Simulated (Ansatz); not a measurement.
`[OH][Sn]([F])([F])[SiH3]` at its PBE0-D4/def2-TZVP geometry, where that method's forces vanish. Charge 0, multiplicity 1. Sn takes the def2 core potential.

```xyz
9

O     0.4256   -1.7718   -1.3836
Sn   -0.1966   -0.0264   -0.8101
F    -2.0343    0.0698   -1.3386
F     0.5981    1.2304   -2.0160
Si    0.1873    0.5383    1.6529
H     0.2649   -1.9473   -2.3153
H    -0.3486    1.9013    1.8663
H     1.6468    0.4771    1.8929
H    -0.5432   -0.4715    2.4516
```

**Question.** What forces (eV/Å) does r2SCAN-D4/def2-TZVPP give on these atoms in the Gaussian-basis code of Ansatz? (Estimate.)

**Answer.** Computed: 
```
O1   0.076 -0.166  0.013
Sn2  0.014  0.055  0.150
F3  -0.123  0.010 -0.046
F4   0.047  0.085 -0.090
Si5  0.006 -0.001  0.023
H6  -0.020  0.015 -0.052
H7   0.012 -0.027  0.002
H8  -0.029  0.004  0.006
H9   0.017  0.024 -0.006
```
